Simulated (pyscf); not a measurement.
Thermochemistry of product channels of H₂C=CH–CH₂–O• on the doublet surface, in kJ/mol, from CCSD(T)/def2-TZVPP + ΔMP2(QZVPP) energies (ideal gas, 1 atm, RRHO with modes under 100 cm⁻¹ raised to 100, one conformer, R ln 2 for chiral ones without a mode under 150 cm⁻¹). Optimised with ωB97X-D3(BJ)/def2-SVP in PySCF. Correlated levels are frozen-core, on RHF or UHF. ΔMP2 is the change of the MP2 total energy from the triple- to the quadruple-zeta basis.

| products | ΔE | ΔH(298 K) | ΔG(298 K) | ΔG(1200 K) |
|---|---|---|---|---|
| •H₂C–C(CH₃)=O | ___ | -126.5 | -128.2 | -134.8 |
| •H₂C–CH₂–CH=O | -74.4 | -74.6 | -79.1 | ___ |

**Question.** Fill in the missing entries.

**Answer.** 
- •H₂C–C(CH₃)=O, ΔE: -127.1
- •H₂C–CH₂–CH=O, ΔG(1200 K): -94.4

These are energies of the channels, which say nothing of barriers. H₂C=CH–CH₂–O• lies 130.4 kJ/mol over its isomer H₃C–CH₂–C•=O (electronic energy, ωB97M-D3(BJ)/def2-TZVP). •H₂C–CH₂–CH=O lies 63.0 kJ/mol over its isomer H₃C–CH₂–C•=O (electronic energy, ωB97M-D3(BJ)/def2-TZVP). The CCSD(T) − MP2 part came from Ansatz, without density fitting, on the same reference. A UHF reference is spin-contaminated (<S²> up to 0.89), which harms MP2 most.
